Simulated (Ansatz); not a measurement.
Basis sets compared for `Cc1cc(-c2sc(-c3sc(S)cc3C)cc2C)sc1S`. Charge 0, multiplicity 1. Geometry r2SCAN-D4/def2-SVP. Ansatz on 2 threads of AMD EPYC 7R13 on a shared host and a share (18 GiB) of an NVIDIA H100 80GB HBM3; times are rough, and most runs start from earlier orbitals.

```csv
atom,x (Å),y (Å),z (Å)
C1,5.389,0.117,-1.962
C2,4.433,-0.132,-0.838
C3,3.032,0.078,-0.935
C4,2.317,-0.216,0.221
C5,0.891,-0.116,0.415
S6,-0.108,0.325,-0.950
C7,-1.568,0.269,-0.001
C8,-2.844,0.579,-0.600
S9,-2.927,1.646,-1.982
C10,-4.661,1.535,-2.045
S11,-5.605,2.283,-3.324
C12,-5.133,0.697,-1.055
C13,-4.117,0.141,-0.229
C14,-4.403,-0.810,0.894
C15,-1.270,-0.097,1.305
C16,0.108,-0.319,1.556
C17,0.635,-0.709,2.903
S18,3.411,-0.761,1.468
C19,4.793,-0.603,0.419
S20,6.405,-0.915,1.046
H21,5.181,-0.558,-2.809
H22,5.294,1.149,-2.337
H23,6.426,-0.044,-1.636
H24,2.548,0.444,-1.844
H25,-5.335,3.576,-3.014
H26,-6.197,0.484,-0.931
H27,-4.448,-0.295,1.869
H28,-3.626,-1.587,0.970
H29,-5.374,-1.305,0.743
H30,-2.027,-0.164,2.087
H31,1.389,0.007,3.272
H32,-0.181,-0.749,3.638
H33,1.119,-1.700,2.882
H34,6.454,-2.251,0.804
```

Single mean-field runs in def2-TZVP are fitted with def2-universal-jkfit.

Binding counts from free atoms (C triplet, S triplet, H doublet) in the same basis, without a counterpoise term.

```json
{"level": "PBE-D4/def2-SVP", "functions": "370", "energy (Eh)": "-2568.4147", "HOMO (eV)": "-4.71", "LUMO (eV)": "-2.47", "binding per atom (eV)": "4.93", "wall time": "3.2 s"}
{"level": "PBE0-D4/def2-SVP", "functions": "370", "energy (Eh)": "-2568.6248", "HOMO (eV)": "-5.57", "LUMO (eV)": "-1.91", "binding per atom (eV)": "4.82", "wall time": "4.7 s"}
```

Question: Estimate the rows for PBE-D4/def2-TZVP, PBE0-D4/def2-TZVP (with forces).

Answer: 
| level | functions | energy (Eh) | HOMO (eV) | LUMO (eV) | binding per atom (eV) | wall time |
| --- | --- | --- | --- | --- | --- | --- |
| PBE-D4/def2-TZVP | 734 | -2569.7257 | -4.79 | -2.61 | 4.88 | 6.5 s |
| PBE0-D4/def2-TZVP (with forces) | 734 | -2569.9234 | -5.58 | -1.99 | 4.77 | 11 s |
